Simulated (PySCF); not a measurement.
Simulation results for BFH$_{5}$Si$_{2}$, FH$_{5}$NSi$_{2}$, AlFH$_{2}$NSi, F$_{2}$H$_{3}$Si$_{2}$

Calculation on a computer-drawn molecule: the log of a Hartree-Fock and frozen-core CCSD(T) single point meant for a local Hartree-Fock minimum, with one planted fault or none, to be diagnosed. Offsets are logged minus clean, where the clean run is the same molecule without the fault. The reference is restricted for singlets and unrestricted otherwise, and also for a bond in bohr or an excited solution. Adding or removing an electron swaps singlet and doublet. The excited solution moves the top pair (singlet) or top alpha electron (doublet) to the lowest empty orbital. Highest occupied and lowest empty are orbital energies over both spins, largest force is the largest gradient component, triples share is (T) over the correlation energy, the T1 limit is 0.02 restricted and 0.045 unrestricted, electrons count all cores, a negative frequency is imaginary (commonest isotopes), and the dipole is about the centre of nuclear charge. Program: PySCF 2.14.0.

Common to all runs: meant charge 1; meant multiplicity 1; meant basis cc-pV(D+d)Z; logged SCF converged yes; possible faults no fault, one electron removed, one electron added, multiplicity raised by two, geometry at a saddle point, SCF held on an excited solution, minimal basis STO-3G, one bond length entered in bohr, all coordinates scaled.

```json
{"entry": 1, "formula": "BFH5Si2", "logged_structure": {"atoms_angstrom": [["F", -0.4987, -3.7426, 0.1973], ["Si", 0.6111, -2.7656, -0.3824], ["B", 0.613, -0.8343, 0.288], ["Si", 1.5977, -0.1924, 2.0244], ["H", 1.5355, -3.4817, -1.2911], ["H", -0.0168, -0.0677, -0.4038], ["H", 2.5341, 0.8735, 1.5581], ["H", 0.5045, 0.3255, 2.9003], ["H", 2.3271, -1.3317, 2.6588]]}, "given": {"logged_electrons": 46, "logged_basis_functions": 99, "logged_spin_squared": 0.0, "logged_highest_occupied [eV]": -16.295, "logged_lowest_empty [eV]": -5.2154, "logged_largest_force [hartree/bohr]": 0.011109, "logged_T1_diagnostic": 0.017076, "logged_D1_diagnostic": 0.052997, "logged_triples_share": 0.02376, "logged_CC_converged": "yes", "logged_dipole_magnitude [debye]": 3.7569, "logged_SCF_stable_within_its_kind": "yes", "logged_energy_HF [hartree]": -704.62912, "logged_energy_CCSD(T) [hartree]": -705.13682, "drawn_bonds_atom": [1, 2, 3, 2, 3, 4, 4, 4], "drawn_bonds_other_atom": [2, 3, 4, 5, 6, 7, 8, 9], "drawn_bonds_order": [1, 1, 1, 1, 1, 1, 1, 1]}, "results": {"planted_fault": "all coordinates scaled, by +1.3 %", "HF_energy_offset_from_clean_run [kcal/mol]": 0.8139, "CCSD(T)_energy_offset_from_clean_run [kcal/mol]": -0.008613}}
{"entry": 2, "formula": "BFH5Si2", "logged_structure": {"atoms_angstrom": [["F", -0.4923, -3.6945, 0.1948], ["Si", 0.6033, -2.7301, -0.3775], ["B", 0.6051, -0.8236, 0.2843], ["Si", 1.5772, -0.19, 1.9984], ["H", 1.5158, -3.437, -1.2745], ["H", -0.0166, -0.0669, -0.3986], ["H", 2.5016, 0.8623, 1.5381], ["H", 0.498, 0.3213, 2.8631], ["H", 2.2973, -1.3146, 2.6247]]}, "given": {"logged_electrons": 46, "logged_basis_functions": 33, "logged_spin_squared": 0.0, "logged_highest_occupied [eV]": -14.566, "logged_lowest_empty [eV]": -1.9623, "logged_largest_force [hartree/bohr]": 0.021696, "logged_T1_diagnostic": 0.019997, "logged_D1_diagnostic": 0.085942, "logged_triples_share": 0.039816, "logged_CC_converged": "yes", "logged_dipole_magnitude [debye]": 3.8363, "logged_SCF_stable_within_its_kind": "yes", "logged_energy_HF [hartree]": -696.31494, "logged_energy_CCSD(T) [hartree]": -696.50133, "drawn_bonds_atom": [1, 2, 3, 2, 3, 4, 4, 4], "drawn_bonds_other_atom": [2, 3, 4, 5, 6, 7, 8, 9], "drawn_bonds_order": [1, 1, 1, 1, 1, 1, 1, 1]}, "results": {"planted_fault": "minimal basis STO-3G", "HF_energy_offset_from_clean_run [kcal/mol]": 5218, "CCSD(T)_energy_offset_from_clean_run [kcal/mol]": 5419}}
{"entry": 3, "formula": "FH5NSi2", "logged_structure": {"atoms_angstrom": [["F", -4.2945, 0.8612, 0.727], ["Si", -2.8549, 0.539, 0.2245], ["N", -1.4699, 2.4747, -1.6875], ["Si", 0.1999, 2.3771, -2.4462], ["H", -2.2751, -0.691, 0.7222], ["H", -2.0001, 3.2974, -1.9504], ["H", 0.9284, 3.561, -1.9833], ["H", -0.0118, 2.344, -3.8957], ["H", 0.73, 1.117, -1.905]]}, "given": {"logged_electrons": 48, "logged_basis_functions": 99, "logged_spin_squared": 1.0175, "logged_highest_occupied [eV]": -15.291, "logged_lowest_empty [eV]": -5.9796, "logged_largest_force [hartree/bohr]": 0.02189, "logged_T1_diagnostic": 0.022595, "logged_D1_diagnostic": 0.11253, "logged_triples_share": 0.022684, "logged_CC_converged": "yes", "logged_dipole_magnitude [debye]": 3.9317, "logged_SCF_stable_within_its_kind": "yes", "logged_energy_HF [hartree]": -734.34759, "logged_energy_CCSD(T) [hartree]": -734.90635, "drawn_bonds_atom": [1, 2, 3, 2, 3, 4, 4, 4], "drawn_bonds_other_atom": [2, 3, 4, 5, 6, 7, 8, 9], "drawn_bonds_order": [1, 1, 1, 1, 1, 1, 1, 1]}, "results": {"planted_fault": "one bond length entered in bohr, row 2 of the drawn bonds", "HF_energy_offset_from_clean_run [kcal/mol]": 100.9, "CCSD(T)_energy_offset_from_clean_run [kcal/mol]": 120.6}}
{"entry": 4, "formula": "FH5NSi2", "logged_structure": {"atoms_angstrom": [["F", -4.2945, 0.8612, 0.727], ["Si", -2.8549, 0.539, 0.2245], ["N", -2.122, 1.5634, -0.7873], ["Si", -0.4522, 1.4657, -1.546], ["H", -2.2751, -0.691, 0.7222], ["H", -2.6522, 2.386, -1.0502], ["H", 0.2763, 2.6496, -1.083], ["H", -0.6639, 1.4326, -2.9955], ["H", 0.0779, 0.2056, -1.0047]]}, "given": {"logged_electrons": 48, "logged_basis_functions": 99, "logged_spin_squared": 0.0, "logged_highest_occupied [eV]": -8.7523, "logged_lowest_empty [eV]": -12.448, "logged_largest_force [hartree/bohr]": 0.2315, "logged_CC_converged": "no", "logged_dipole_magnitude [debye]": 12.198, "logged_SCF_stable_within_its_kind": "no", "logged_energy_HF [hartree]": -733.85281, "drawn_bonds_atom": [1, 2, 3, 2, 3, 4, 4, 4], "drawn_bonds_other_atom": [2, 3, 4, 5, 6, 7, 8, 9], "drawn_bonds_order": [1, 1, 1, 1, 1, 1, 1, 1]}, "results": {"planted_fault": "SCF held on an excited solution", "HF_energy_offset_from_clean_run [kcal/mol]": 411.4}, "notes": ["CCSD not converged"]}
{"entry": 5, "formula": "AlFH2NSi", "logged_structure": {"atoms_angstrom": [["F", -1.3325, -3.1164, 0.687], ["Si", -0.9389, -1.6007, 0.5676], ["N", -2.006, -0.4524, 0.4299], ["Al", -3.2533, 0.645, 0.2904], ["H", 0.5041, -1.4636, 0.6058], ["H", -4.3829, 1.6804, 0.1608]]}, "given": {"logged_electrons": 44, "logged_basis_functions": 30, "logged_spin_squared": 0.0, "logged_highest_occupied [eV]": -12.846, "logged_lowest_empty [eV]": 0.80511, "logged_largest_force [hartree/bohr]": 0.031583, "logged_T1_diagnostic": 0.024892, "logged_D1_diagnostic": 0.072591, "logged_triples_share": 0.065118, "logged_CC_converged": "yes", "logged_dipole_magnitude [debye]": 5.3543, "logged_SCF_stable_within_its_kind": "yes", "logged_energy_HF [hartree]": -677.40076, "logged_energy_CCSD(T) [hartree]": -677.59048, "drawn_bonds_atom": [1, 2, 3, 2, 4], "drawn_bonds_other_atom": [2, 3, 4, 5, 6], "drawn_bonds_order": [1, 1, 2, 1, 1]}, "results": {"planted_fault": "minimal basis STO-3G", "HF_energy_offset_from_clean_run [kcal/mol]": 5231, "CCSD(T)_energy_offset_from_clean_run [kcal/mol]": 5433}, "notes": ["T1 above single-reference limit"]}
{"entry": 6, "formula": "F2H3Si2", "logged_structure": {"atoms_angstrom": [["F", -2.6108, -0.2555, 1.0019], ["Si", -1.5513, -1.3838, 0.746], ["Si", 0.485, -0.7542, -0.4231], ["F", 1.2386, -2.1576, -0.4055], ["H", -2.015, -2.6628, 1.2863], ["H", 0.0562, -0.3548, -1.7601], ["H", 1.1249, 0.2471, 0.4245]]}, "given": {"logged_electrons": 49, "logged_basis_functions": 89, "logged_spin_squared": 0.7769, "logged_highest_occupied [eV]": -7.3617, "logged_lowest_empty [eV]": 2.0989, "logged_largest_force [hartree/bohr]": 0.052245, "logged_T1_diagnostic": 0.014455, "logged_D1_diagnostic": 0.041339, "logged_triples_share": 0.018693, "logged_CC_converged": "yes", "logged_dipole_magnitude [debye]": 1.9074, "logged_SCF_stable_within_its_kind": "yes", "logged_energy_HF [hartree]": -778.54281, "logged_energy_CCSD(T) [hartree]": -779.13839, "drawn_bonds_atom": [1, 2, 3, 2, 3, 3], "drawn_bonds_other_atom": [2, 3, 4, 5, 6, 7], "drawn_bonds_order": [1, 1, 1, 1, 1, 1]}, "results": {"planted_fault": "one electron added", "HF_energy_offset_from_clean_run [kcal/mol]": -151.5, "CCSD(T)_energy_offset_from_clean_run [kcal/mol]": -155.8}}
```
